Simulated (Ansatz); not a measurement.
System: Si2H4S, charge 0, singlet. A triplet may lie lower; no result for it is given here. Si2H4S (SMILES [SiH3][Si]S).
B3LYP-D3(BJ)/def2-TZVP minimum from Ansatz (a quantum-chemistry and plane-wave program):
```xyz
7

Si    -0.9209     0.5904     0.2415
S      1.1137     1.2122     0.1231
H      0.9388     2.5152     0.4257
Si    -0.3576    -1.6846    -0.3188
H      1.0836    -1.9561    -0.5560
H     -1.1162    -2.0672    -1.5400
H     -0.8282    -2.5677     0.7822
```
Charge 0, spin multiplicity 1.

Total energies in cc-pV(D+d)Z, 18 correlated electrons, 15 frozen orbitals. Radicals and triplets start from unrestricted determinants; spin-orbit coupling is neglected. Correlated methods leave the cores frozen. No relativity. The restricted determinant of H4SSi2 ([SiH3][Si]S, singlet) is unstable towards broken spin symmetry in at least one set run.

```json
[
 {"method": "HF", "program": "Ansatz", "energy (Eh)": "-977.71819", "minus CCSDT(Q) (mEh)": "393.53"},
 {"method": "MP2", "program": "Ansatz", "energy (Eh)": "-978.03929", "minus CCSDT(Q) (mEh)": "72.43"},
 {"method": "CCSD", "program": "Ansatz", "energy (Eh)": "-978.09624", "minus CCSDT(Q) (mEh)": "15.49"},
 {"method": "CCSD(T)", "program": "Ansatz", "energy (Eh)": "-978.10907", "minus CCSDT(Q) (mEh)": "2.66"},
 {"method": "CCSDT(Q)", "program": "Ansatz", "energy (Eh)": "-978.11173", "minus CCSDT(Q) (mEh)": "0.00"}
]
```

Rough core times of Ansatz's runs on a shared machine: CCSD(T) under 20 s, CCSDT(Q) 4 min.
